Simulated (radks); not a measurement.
Valence configurations of Hg2+ (all share [Xe]). Method: scalar-relativistic Kohn-Sham, LDA (Slater exchange, Perdew-Wang correlation), spin-polarised, spherical densities, finite nucleus; open shells are filled with parallel spins first (spin-orbit coupling, left out, can overturn this in heavy ions); Fermi nuclear charge, rms radius 5.4648 fm; computed with a radial shooting solver on a logarithmic mesh with Libxc functionals. Energies are relative to 4f14 5d10; eigenvalues in eV for spin up.

| valence | E (eV) | moment (Bohr magnetons) | e(4f) | e(5d) | e(6p) | e(6s) |
|---|---|---|---|---|---|---|
| 4f14 5d10 | 0.000 | 0 | -115.62 | -29.076 | - | - |
| 4f14 5d9.5 6s0.5 | 2.690 | 1 | -117.62 | -30.677 | - | -24.748 |
| 4f14 5d9 6s1 | 5.474 | 2 | -119.65 | -32.278 | - | -25.663 |
| 4f14 5d9 6s0.5 6p0.5 | 10.078 | 2 | -120.51 | -33.033 | -16.977 | -26.206 |
| 4f14 5d8 6s2 | 12.785 | 2 | -123.87 | -35.319 | - | -26.830 |
| 4f13.5 5d10 6p0.5 | 52.112 | 1 | -124.88 | -32.081 | -16.400 | - |
| 4f13.5 5d9 6p1.5 | 68.530 | 3 | -130.73 | -36.823 | -18.479 | - |
| 4f13 5d10 6s1 | 98.653 | 2 | -132.60 | -33.617 | - | -25.845 |
| 4f13 5d10 6s0.5 6p0.5 | 103.30 | 2 | -133.47 | -34.388 | -17.074 | -26.397 |
| 4f12.5 5d10 6p1.5 | 167.75 | 3 | -143.98 | -38.274 | -18.603 | - |

NIST lists [Xe] 4f14 5d10 as the ground configuration; this level of theory agrees among the configurations tried. The energies are those of spherical high-spin densities, not of single terms.
